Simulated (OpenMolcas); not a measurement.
**InCl2O (SMILES [O][In]([Cl])[Cl]): the vertical electron affinity, rung by rung**

InCl2O has 4 atoms, charge 0, and is taken as a doublet. SMILES: `[O][In]([Cl])[Cl]`. Geometry: relaxed at PBE0-D4/def2-TZVP.

```jsonl
{"atom": "O", "x (Å)": "0.6063", "y (Å)": "1.0140", "z (Å)": "1.6676"}
{"atom": "In", "x (Å)": "0.0317", "y (Å)": "0.0160", "z (Å)": "0.0454"}
{"atom": "Cl", "x (Å)": "0.7416", "y (Å)": "-2.1450", "z (Å)": "-0.2482"}
{"atom": "Cl", "x (Å)": "-1.3241", "y (Å)": "1.0547", "z (Å)": "-1.4852"}
```

Quantity: the vertical electron affinity (to the singlet anion), in eV. The values are calculated.

The electron affinity is E(neutral) − E(anion): positive where the electron is bound.

```json
{"level": "UHF/def2-SVPD (core potential)", "kind": "Hartree–Fock", "program": "OpenMolcas", "value (eV)": "0.88"}
{"level": "USVWN5/def2-SVPD (core potential)", "kind": "LDA", "program": "OpenMolcas", "value (eV)": "3.86"}
{"level": "UPBE/def2-SVPD (core potential)", "kind": "GGA", "program": "OpenMolcas", "value (eV)": "3.44"}
{"level": "UM06-L/def2-SVPD (core potential)", "kind": "meta-GGA", "program": "OpenMolcas", "value (eV)": "2.98"}
{"level": "UTPSS/def2-SVPD (core potential)", "kind": "meta-GGA", "program": "OpenMolcas", "value (eV)": "3.25"}
{"level": "UBHLYP/def2-SVPD (core potential)", "kind": "global hybrid", "program": "OpenMolcas", "value (eV)": "2.60"}
{"level": "UM06-2X/def2-SVPD (core potential)", "kind": "hybrid meta-GGA", "program": "OpenMolcas", "value (eV)": "2.95"}
{"level": "UPBE0/def2-SVPD (core potential)", "kind": "global hybrid", "program": "OpenMolcas", "value (eV)": "3.04"}
```

Spin-orbit coupling, which can split open shells on such heavy atoms by tenths of an eV, is left out. The values span 0.88 to 3.86 eV.
